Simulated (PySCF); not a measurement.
Precursor series Cd Cl-NH2. Isolated molecules, 0 K electronic values unless said otherwise. One relaxed conformer stands for each flexible species; it need not be the lowest.

The HOMO from two functionals at the same geometries (BP86-D3(BJ)/def2-SVP), both in PySCF: PBE-D3(BJ)/def2-TZVP and TPSSh-D3(BJ)/def2-TZVP. 

| species | PBE-D3(BJ)/def2-TZVP (eV) | TPSSh-D3(BJ)/def2-TZVP (eV) |
|---|---|---|
| 0 of 2 Cl replaced by NH2 ([Cd(Cl)2]) | -7.52 | -8.15 |
| 1 of 2 Cl replaced by NH2 ([Cd(Cl)(NH2)]) | -6.22 | -6.77 |
| 2 of 2 Cl replaced by NH2 ([Cd(NH2)2]) | -5.42 | -5.95 |

Over these rows, drawn at random from the members with no instability flagged (it was tested for open shells, ions and some series alone), PBE minus TPSSh-D3(BJ): mean +0.57 eV, from +0.53 eV to +0.63 eV.
